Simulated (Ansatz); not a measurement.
Reaction: H4BSiO (SMILES [SiH3]O[BH], doublet) → H4BSiO (SMILES O[B][SiH3], doublet)
Each species at its own B3LYP-D3(BJ)/def2-TZVP minimum (Ansatz, a quantum-chemistry and plane-wave program), one conformer.

Wanted: isomerisation energy (electronic), in kJ/mol. Radicals and triplets start from unrestricted determinants; spin-orbit coupling is neglected. CBS(X,Y): correlation extrapolated as X^-3, Hartree-Fock from the larger set. A bracket is a step between two methods taken in the basis named. The functionals are non-relativistic, so their misses hold any scalar relativity. '+ core + X2C': CCSD(T) terms for core correlation (cc-pwCVTZ, 1s frozen past Ne) and scalar relativity (cc-pVTZ-DK).

CCSD(T)/CBS(cc-pV(T+d)Z,cc-pV(Q+d)Z) + [CCSDT(Q) - CCSD(T)]/cc-pV(D+d)Z + core + X2C (Ansatz) gives 82.6 kJ/mol.

Q: How far off this value is PBE/def2-TZVPD (Ansatz), in which direction, and which of these levels come nearer: r2SCAN/def2-TZVPD, PBE0/def2-TZVPD, wB97M-V/def2-TZVPD, CCSD(T)/CBS(cc-pV(T+d)Z,cc-pV(Q+d)Z) + core + X2C?

A: PBE gives 59.9 kJ/mol, 22.7 kJ/mol below it. Differences of the others: r2SCAN/def2-TZVPD (Ansatz) -4.3; PBE0/def2-TZVPD (Ansatz) -14.4; wB97M-V/def2-TZVPD (Ansatz) 0.0; CCSD(T)/CBS(cc-pV(T+d)Z,cc-pV(Q+d)Z) + core + X2C (Ansatz) 0.8 kJ/mol. Nearer than PBE: r2SCAN/def2-TZVPD, PBE0/def2-TZVPD, wB97M-V/def2-TZVPD, CCSD(T)/CBS(cc-pV(T+d)Z,cc-pV(Q+d)Z) + core + X2C.
